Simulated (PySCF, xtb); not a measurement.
C₄H₄F₂, SMILES C=C=CC(F)F.

xtb 6.7.1 with GFN2-xTB at its own geometry gives an orbital gap of 5.39 eV and a dipole moment of 3.67 D.

Coordinates come from a TPSSh-D3(BJ)/def2-SVP optimisation. Other conformers were not sampled.

Problem. What does PBE/def2-TZVP run with PySCF give? (The exact figures need the calculation; the answer reports its results.)

Solution. gap 5.60 eV (levels -7.03 and -1.43 eV), dipole 2.41 D.
